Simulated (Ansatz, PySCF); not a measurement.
C3H6BNO, SMILES CNB(O)C#C. Atoms are numbered in the order given.

```xyz
12

C      1.2595    -2.1108     0.0000
C      0.4482    -1.2036     0.0000
B     -0.6171    -0.0770     0.0000
O     -1.9557    -0.3781     0.0000
N     -0.2376     1.2724     0.0000
C      1.0926     1.8156     0.0000
H      1.9787    -2.9101     0.0000
H     -2.1104    -1.3259     0.0000
H     -0.9874     1.9551     0.0000
H      1.2893     2.4378    -0.8908
H      1.2893     2.4378     0.8908
H      1.8233     0.9950     0.0000
```

Geometry: PBE0-D3(BJ)/def2-SVP. The structure was generated by enumeration, and PubChem lists no compound with its InChIKey, so it may never have been made. The values are those of a single conformer.

Two levels are set side by side: PBE-D3(BJ)/def2-SVP (Ansatz, a first-principles code) and PBE0-D3(BJ)/def2-SVP (Ansatz). Each level has its own optimised geometry; the coordinates shown are those of the second. Frequencies come from the Hessian of PySCF at each geometry. Differences are taken from unrounded values.

| quantity | PBE0-D3(BJ) |
|---|---|
| mean bond length (Å) | 1.212 |
| bond C1–C2 (Å) | 1.217 |
| bond C2–B3 (Å) | 1.551 |
| bond B3–O4 (Å) | 1.372 |
| bond B3–N5 (Å) | 1.402 |
| bond N5–C6 (Å) | 1.437 |
| bond C1–H7 (Å) | 1.075 |
| bond O4–H8 (Å) | 0.960 |
| bond N5–H9 (Å) | 1.014 |
| bond C6–H10 (Å) | 1.104 |
| bond C6–H11 (Å) | 1.104 |
| bond C6–H12 (Å) | 1.099 |
| highest harmonic wavenumber (cm⁻¹) | 3944 |
| mean harmonic wavenumber (cm⁻¹) | 1382 |
| zero-point energy (kcal/mol) | 59.26 |

### Question
What does PBE-D3(BJ) give, and how far is it from PBE0-D3(BJ)? (An estimate is asked for; the answer gives what the named calculation found.)

### Answer

```
quantity                            PBE-D3(BJ)  PBE-D3(BJ) minus PBE0-D3(BJ)
----------------------------------  ----------  ----------------------------
mean bond length (Å)                     1.221                         0.009
bond C1–C2 (Å)                           1.229                         0.012
bond C2–B3 (Å)                           1.549                        -0.001
bond B3–O4 (Å)                           1.386                         0.013
bond B3–N5 (Å)                           1.413                         0.011
bond N5–C6 (Å)                           1.445                         0.009
bond C1–H7 (Å)                           1.082                         0.007
bond O4–H8 (Å)                           0.972                         0.011
bond N5–H9 (Å)                           1.023                         0.009
bond C6–H10 (Å)                          1.113                         0.009
bond C6–H11 (Å)                          1.113                         0.009
bond C6–H12 (Å)                          1.107                         0.008
highest harmonic wavenumber (cm⁻¹)        3777                          -167
mean harmonic wavenumber (cm⁻¹)           1334                           -48
zero-point energy (kcal/mol)             57.20                         -2.06
```

GGA bonds tend to be longer and softer than those of functionals with exact exchange. Differences between two approximate levels are no errors against the true value.
